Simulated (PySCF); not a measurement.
Electrostatic solvation of a mixed set.

Computed with PySCF at PBE0/pcSseg-1, non-relativistic, each on one gas-phase PBE0-D3(BJ)/def2-SVP geometry that isn't relaxed in the solvent. The solvent is an IEF-PCM continuum (cavity from Bondi-type radii × 1.2). Specific hydrogen bonds and non-electrostatic terms are outside this model.

Question: Order them by E(solvent) − E(gas) in chloroform (ε = 4.711), most negative first (kcal/mol).
A. `[CH3:1][O:2][c:3]1[cH:4][cH:5][cH:6][n:7][cH:8]1` with C1–O2–C3–C4 -179°
B. `[CH3:1][C:2]#[N+:3][AlH2-:4][c:5]1[cH:6][cH:7][cH:8][cH:9][cH:10]1` with N3–Al4–C5–C6 -89°
C. `[BH2:1][SiH2:2][C:3]([F:4])([F:5])[F:6]` with H–B1–Si2–C3 6° and -175°
D. `[CH3:1][C@H:2]([CH2:3][OH:4])[CH2:5][CH2:6][CH2:7][OH:8]` with C1–C2–C3–O4 -61°, C2–C3–O4–H -68°, C1–C2–C5–C6 -62°, C2–C5–C6–C7 -65°, C5–C6–C7–O8 66° (2-methylpentane-1,5-diol)
E. 2-methylpyridine-N-oxide, `Cc1cccc[n+]1[O-]`

Answer: B (-10.2), D (-5.7), E (-5.2), A (-4.4), C (-1.6).

| SMILES | charge | ΔE (kcal/mol) | polarisation term (kcal/mol) | HOMO shift (eV) | dipole gas (D) | dipole solvent (D) | atoms |
| --- | --- | --- | --- | --- | --- | --- | --- |
| CC#[N+][AlH2-][c]1ccccc1 | 0 | -10.2 | -11.5 | -0.34 | 8.35 | 9.60 | 20 |
| C[C@H](CO)CCCO | 0 | -5.7 | -6.2 | +0.06 | 2.31 | 2.74 | 22 |
| Cc1cccc[n+]1[O-] | 0 | -5.2 | -6.0 | -0.10 | 3.44 | 4.51 | 15 |
| COc1cccnc1 | 0 | -4.4 | -4.9 | -0.02 | 1.90 | 2.29 | 15 |
| B[SiH2]C(F)(F)F | 0 | -1.6 | -1.7 | +0.21 | 2.34 | 2.65 | 10 |

The polarisation term is half the interaction of the solute with the induced surface charges.
